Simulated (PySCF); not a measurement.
Compound: C5H2N4O.
Cartesian coordinates in Å at the GFN2-xTB level; atoms count from 1:
```xyz
12
C5H2N4O angstrom
N      2.6107    1.7329   -0.8590
C      1.5510    1.3682   -0.6264
C      0.2326    0.9185   -0.3388
N     -0.7650    1.7901   -0.5341
N     -1.9777    1.4572   -0.2963
N     -2.3155    0.2871    0.1338
C     -1.3928   -0.6347    0.3531
C     -0.0360   -0.3774    0.1300
C      1.0112   -1.3973    0.3730
O      0.7770   -2.5014    0.7750
H     -1.7303   -1.5967    0.7131
H      2.0360   -1.0471    0.1505
```

Method: TDDFT CAM-B3LYP/def2-SVPD, vertical, gas phase, core orbitals frozen in the response (PySCF).

Transition dipole moments from the ground state, in atomic units and in the frame of the coordinates above (overall signs are arbitrary), for the states with f of 0.002 or more among the lowest 8:

```csv
state,E (hartree),μx,μy,μz
S5,0.1554,0.019,0.065,0.192
S6,0.1998,-0.128,-0.317,0.121
S8,0.2065,0.067,1.076,-0.374
```

Problem. What oscillator strength does each state have?

Solution. f = (2/3) ΔE |μ|² with ΔE in hartree (27.2114 eV).

```json
{"state": "S5", "|μ|² (au)": "0.041", "|μ| (D)": "0.52", "f": "0.004"}
{"state": "S6", "|μ|² (au)": "0.132", "|μ| (D)": "0.92", "f": "0.018"}
{"state": "S8", "|μ|² (au)": "1.303", "|μ| (D)": "2.90", "f": "0.179"}
```

Problem. Label these states by symmetry in Cs.

Solution. Polarised normal to the mirror plane, so A″: S5. Polarised in the mirror plane, so A′: S6 and S8.

Problem. What angle do the transition dipoles of S6 and S8 make?

Solution. |cos θ| = |μa·μb| / (|μa| |μb|) = 0.95, so θ ≈ 17° (taken between 0 and 90°, since the signs are arbitrary).

Problem. What peak molar absorption coefficient would the strongest computed level give as a lone Gaussian band 0.4 eV wide at half height?

Solution. ε(max) = 2.175×10⁸ f / FWHM, with the width in cm⁻¹. S8: 2.175×10⁸ × 0.1793 / 3226 ≈ 12000 L mol⁻¹ cm⁻¹.

One conformer stands for the species.
